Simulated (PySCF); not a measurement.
Simulation results for B2GeH7N

Computed with PySCF 2.14.0. Calculation on a computer-drawn molecule: the log of a Hartree-Fock and frozen-core CCSD(T) single point meant for a local Hartree-Fock minimum, with one planted fault or none, to be diagnosed. Offsets are logged minus clean, where the clean run is the same molecule without the fault. The reference is restricted for singlets and unrestricted otherwise, and also for a bond in bohr or an excited solution. Adding or removing an electron swaps singlet and doublet. The excited solution moves the top pair (singlet) or top alpha electron (doublet) to the lowest empty orbital. Highest occupied and lowest empty are orbital energies over both spins, largest force is the largest gradient component, triples share is (T) over the correlation energy, the T1 limit is 0.02 restricted and 0.045 unrestricted, electrons count all cores, a negative frequency is imaginary (commonest isotopes), and the dipole is about the centre of nuclear charge; on germanium a core potential holds 10 electrons, which the energies leave out, and 3d is frozen in MP2 and coupled-cluster steps.

B2GeH7N

Logged structure:
```xyz
11
B2GeH7N
B      1.6344     0.7433    -0.0770
B      0.3558    -0.3296    -0.4319
N     -0.9581    -0.2276     0.0602
Ge    -2.3863    -1.3588    -0.2908
H      1.8728     1.7037    -0.7651
H      2.3865     0.5595     0.8469
H      0.5979    -1.2600    -1.1711
H     -1.1682     0.5390     0.6723
H     -1.8840    -2.4487    -1.2293
H     -2.8945    -1.9573     1.0250
H     -3.5212    -0.5569    -0.9367
```

```
meant charge                                : 0
meant multiplicity                          : 1
meant basis                                 : cc-pVDZ
meant basis and core potential on germanium : cc-pVDZ-PP ECP10MDF
logged electrons                            : 56
logged basis functions                      : 100
logged SCF converged                        : yes
logged spin squared                         : 0
logged highest occupied                     : -10.754 eV
logged lowest empty                         : 2.1427 eV
logged largest force                        : 2.512e-05 hartree/bohr
logged lowest frequency                     : 40.102 cm⁻¹
logged T1 diagnostic                        : 0.013539
logged D1 diagnostic                        : 0.048468
logged triples share                        : 0.026627
logged CC converged                         : yes
logged dipole magnitude                     : 1.588 debye
logged SCF stable within its kind           : yes
logged energy HF                            : -401.27468 hartree
logged energy CCSD(T)                       : -401.78146 hartree
possible faults                             : no fault, one electron removed, one electron added, multiplicity raised by two, geometry at a saddle point, SCF held on an excited solution, minimal basis STO-3G, one bond length entered in bohr, all coordinates scaled
planted fault                               : ?
```

Drawn bonds:
```tsv
atom	other atom	order
1	2	1
2	3	1
3	4	1
1	5	1
1	6	1
2	7	1
3	8	1
4	9	1
4	10	1
4	11	1
```

Questions
1. B2GeH7N: planted fault?

Calculated values
1. no fault

Further results for B2GeH7N:

```
HF energy offset from clean run      : 0 kcal/mol
CCSD(T) energy offset from clean run : 0 kcal/mol
```
